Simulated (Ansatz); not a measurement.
`O[PH][InH2]` + `[SiH3][SeH]` → `OP[SiH2][SeH]` + `[InH3]`  (formal exchange of groups at a P–In bond)

Program: Ansatz. Geometries: PBE0-D4/def2-TZVP. ΔE: electronic, gas phase. CBS: MP2 limit from def2 TZ/QZ plus the TZ coupled-cluster correction, frozen cores. DFT in def2-TZVPP. def2 core potentials past Kr. For In, Se outer-core shells are correlated without core-valence functions, which leaves a few kJ/mol of doubt a bond. Scalar relativity is left out up to krypton. Each species was taken in one conformer, which may not be the lowest.

`O[PH][InH2]`:

Z-matrix (Å, degrees):
```
P
In 1 2.503
O 1 1.670 2 100.9
H 1 1.430 2 92.3 3 -100.8
H 2 1.728 1 117.4 3 162.2
H 2 1.723 1 120.5 3 -21.9
H 3 0.960 1 109.0 2 153.3
```

`[SiH3][SeH]`:

```xyz
6

Si   -0.390    0.312   -0.287
Se    1.588   -0.112    0.764
H    -0.577   -0.567   -1.468
H    -0.294    1.727   -0.719
H    -1.541    0.139    0.633
H     1.214   -1.498    1.077
```

`OP[SiH2][SeH]`:

Cartesian coordinates in Å:
```
O -0.154 1.623 -1.308
P 0.107 -0.016 -1.398
Si 0.505 -0.444 0.785
Se -1.447 -0.357 1.961
H -0.955 1.843 -1.789
H 1.495 0.003 -1.726
H 1.140 -1.788 0.865
H 1.369 0.572 1.438
H -2.058 -1.435 1.171
```

`[InH3]`:

```xyz
4

In    0.000    0.000    0.000
H    -1.377   -0.271    1.002
H     1.298   -1.135   -0.007
H     0.079    1.406   -0.995
```

| level | ΔE (kcal/mol) |
| --- | --- |
| PBE | 6.2 |
| HF/def2-QZVPP | 6.7 |

What does CCSD(T)/CBS give? (Best estimate.)

Computed: +6.4 kcal/mol. The listed levels differ from it by -0.2, 0.3 kcal/mol.

Largest T1 diagnostic among the species: 0.015.

Leaving LDA and LC-ωPBE aside and taking each functional with its dispersion term where it has one, the values, not all of them listed here, spread over 3.8 kcal/mol, from B97M-V to B2PLYP. LDA lies −1.3 kcal/mol from PBE without D4. The D4 term adds −1.6 kcal/mol with B3LYP and −0.9 kcal/mol with PBE0; it sums over pairs of atoms, weighted by their polarisabilities, and B3LYP, whose exchange is more repulsive, gets the larger term. From BLYP to BHLYP (50 % exact exchange), in def2-TZVPP and without D4, ΔE moves by −1.0 kcal/mol.

B3LYP here is the variant with VWN-RPA as its local correlation; programs differ in this.
